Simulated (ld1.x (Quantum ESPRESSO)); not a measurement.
# copper RRKJ: all-electron and pseudo phase curves

| Quantity | Value |
| --- | --- |
| Element | Cu |
| Generator | ld1.x (Quantum ESPRESSO) 7.5 |
| Type | norm-conserving RRKJ (Kleinman–Bylander form) |
| Functional | LDA (PZ) |
| Relativity | scalar-relativistic |
| Frozen core | [Ar] |
| Valence charge | 11 |
| Reference configuration | 3d10 4s1 4p0 |
| Partial waves | 4p (bound, empty): rc 3.55 bohr; 3d (bound): rc 0.80 bohr; 4s (bound): rc 2.20 bohr |
| Local potential | the s channel |
| Core correction | Bessel-smoothed model core, default radius (core density twice the valence density) |

The phase is arctan(r·u′/u) with u = r·R(r), unwrapped; energies in Ry, scanned from -2 to 5 Ry. A pole is an energy at which the radial function vanishes at the test radius. The pseudo phase is shifted by a multiple of π to meet the all-electron one at the reference energy, and phase errors are pseudo minus all-electron; the curves can meet again beyond the range given. Levels narrower than the energy grid can be missing from the lists of poles.

**Question.** For each channel, where are the poles, and over which energies does the pseudopotential scatter like the atom?

**Answer.**

```json
{"channel": "s", "radius (bohr)": "3.86", "reference energy (Ry)": "-0.36", "poles, all-electron": "-0.06, 2.91", "poles, pseudo": "-0.06, 2.76", "unbroken range about the reference energy with phases within 0.05 rad": "below 1.0", "phase error 1 Ry above the reference energy (rad)": "-0.007"}
{"channel": "p", "radius (bohr)": "3.86", "reference energy (Ry)": "-0.06", "poles, all-electron": "0.56, 3.62", "poles, pseudo": "0.56, 3.61", "unbroken range about the reference energy with phases within 0.05 rad": "below 1.8", "phase error 1 Ry above the reference energy (rad)": "-0.001"}
{"channel": "d", "radius (bohr)": "3.86", "reference energy (Ry)": "-0.39", "poles, all-electron": "-0.38, 1.67, 4.95", "poles, pseudo": "-0.38, 1.80", "unbroken range about the reference energy with phases within 0.05 rad": "below 0.4", "phase error 1 Ry above the reference energy (rad)": "+0.116"}
```

Phases in the d channel:

```tsv
E (Ry)	all-electron	pseudo
-2.00	1.395	1.395
-1.52	1.371	1.371
-1.04	1.335	1.335
-0.56	1.246	1.247
-0.08	-1.942	-1.940
0.40	-2.411	-2.375
0.88	-4.191	-4.114
1.36	-4.614	-4.582
1.84	-4.753	-4.720
2.32	-4.875	-4.815
2.80	-5.167	-4.946
3.28	-7.101	-5.403
3.76	-7.654	-7.286
4.24	-7.773	-7.657
4.72	-7.832	-7.760
```
